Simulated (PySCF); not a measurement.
C2H7BOS. Atoms are numbered in the order given.

```xyz
12

B      0.2148     0.2180     0.7284
C      0.2941    -0.3323     2.2102
H     -0.0604    -1.3763     2.3121
H     -0.3145     0.2967     2.8963
H      1.3393    -0.2949     2.5880
O      0.6035     1.4868     0.3684
H      0.9291     1.9954     1.1324
S     -0.4208    -0.8696    -0.5772
C     -0.3194     0.1875    -2.0686
H     -0.9381     1.0961    -1.9469
H     -0.6992    -0.4072    -2.9198
H      0.7268     0.4877    -2.2650
```

Coordinates come from a PBE-D3(BJ)/def2-SVP optimisation. Other conformers were not sampled.

The numbers are results of M06-2X/def2-TZVP in PySCF, not measurements.

ESP charges are fitted to the potential on shells at 1.4 to 2.0 van der Waals radii. Atomic charges (e):

```
atom  Löwdin  ESP fit  Mulliken    IAO
----  ------  -------  --------  -----
B1     -1.04     0.67      0.24   0.29
C2     -0.30    -0.99     -0.51  -0.58
H3      0.15     0.25      0.15   0.16
H4      0.15     0.23      0.15   0.15
H5      0.15     0.23      0.15   0.15
O6      0.16    -0.67     -0.45  -0.55
H7      0.22     0.43      0.33   0.37
S8      0.64    -0.24     -0.14   0.04
C9     -0.49    -0.43     -0.41  -0.49
H10     0.12     0.16      0.16   0.16
H11     0.11     0.19      0.16   0.16
H12     0.12     0.16      0.16   0.16
```

**Question.** Give the Mayer and Wiberg (Löwdin basis) orders of the bonds. (Estimate from the structure and the level; the computed values follow.)

**Answer.** 
```
bond    Mayer  Wiberg
------  -----  ------
B1–C2    1.01    1.33
C2–H3    0.96    0.87
C2–H4    0.95    0.86
C2–H5    0.95    0.86
B1–O6    1.28    1.97
O6–H7    0.87    0.94
B1–S8    1.33    1.79
S8–C9    0.98    1.36
C9–H10   0.96    0.94
C9–H11   0.96    0.94
C9–H12   0.96    0.94
```
